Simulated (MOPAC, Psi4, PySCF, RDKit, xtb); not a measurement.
Conformational energy of SMILES CO[SiH2]CC(C)(C)C. Scanned: dihedral O2–Si3–C4–C5; all other coordinates were relaxed at GFN2-xTB. Points at φ and −φ are mirror images.

Atom numbering (GFN2-xTB optimised geometry, Å):
```
24

C      4.0633     0.0588     0.3825
O      2.7390    -0.3494     0.2523
Si     1.4431     0.5966    -0.0079
C      0.0736    -0.7052    -0.1241
C     -1.3707    -0.1972    -0.1084
C     -1.5812     0.8594    -1.1923
C     -1.7146     0.3995     1.2565
C     -2.3109    -1.3790    -0.3784
H      4.6783    -0.8264     0.5488
H      4.4036     0.5692    -0.5218
H      4.1788     0.7417     1.2278
H      1.6193     1.3724    -1.2453
H      1.3030     1.5663     1.0888
H      0.1988    -1.4227     0.6897
H      0.2267    -1.2699    -1.0472
H     -1.0039     1.7528    -0.9717
H     -2.6322     1.1350    -1.2562
H     -1.2670     0.4792    -2.1615
H     -1.0989     1.2702     1.4612
H     -1.5507    -0.3313     2.0452
H     -2.7590     0.7043     1.2850
H     -2.1716    -2.1577     0.3687
H     -3.3506    -1.0590    -0.3471
H     -2.1162    -1.8078    -1.3593
```

Levels of theory: PM7, restricted, heats of formation // GFN2-xTB (MOPAC); RKS-B3LYP/6-311+G** = restricted B3LYP/6-311+G**, spherical d, density fitting // GFN2-xTB run with PySCF; MMFF94 // GFN2-xTB (RDKit); GFN1-xTB // GFN2-xTB (xtb); B3LYP-D3(BJ)/def2-SVP // GFN2-xTB (Psi4); PBE-D3(BJ)/def2-SVP // GFN2-xTB (Psi4).

Energies in kcal/mol, each method relative to its own lowest point.

| φ / ° | PM7 | RKS-B3LYP/6-311+G** | MMFF94 | GFN1-xTB | B3LYP-D3(BJ)/def2-SVP | PBE-D3(BJ)/def2-SVP |
|---|---|---|---|---|---|---|
| -150 | 1.0 | 0.9 | 3.1 | 0.4 | 2.0 | 1.8 |
| -120 | 0.9 | 1.2 | 3.0 | 0.9 | 2.3 | 2.1 |
| -90 | 0.2 | 0.5 | 1.3 | 0.3 | 1.0 | 0.9 |
| -60 | 0.0 | 0.0 | 0.0 | 0.0 | 0.0 | 0.0 |
| -30 | 0.7 | 0.4 | 0.7 | 0.8 | 0.2 | 0.2 |
| 0 | 1.0 | 1.2 | 1.1 | 1.7 | 0.9 | 1.0 |
| 30 | 0.7 | 0.4 | 0.7 | 0.8 | 0.2 | 0.2 |
| 60 | 0.0 | 0.0 | 0.0 | 0.0 | 0.0 | 0.0 |
| 90 | 0.2 | 0.5 | 1.3 | 0.3 | 1.0 | 0.9 |
| 120 | 0.9 | 1.2 | 3.0 | 0.9 | 2.3 | 2.1 |
| 150 | 1.0 | 0.9 | 3.1 | 0.4 | 2.0 | 1.8 |
| 180 | 0.3 | 0.8 | 1.7 | 0.3 | 1.8 | 1.7 |

Root-mean-square difference from the PBE-D3(BJ)/def2-SVP profile, itself a level with limits, after the best constant shift (kcal/mol): PM7 0.6, RKS-B3LYP/6-311+G** 0.5, MMFF94 0.5, GFN1-xTB 0.8, B3LYP-D3(BJ)/def2-SVP 0.1.

MMFF94 has few fitted parameters for silicon.
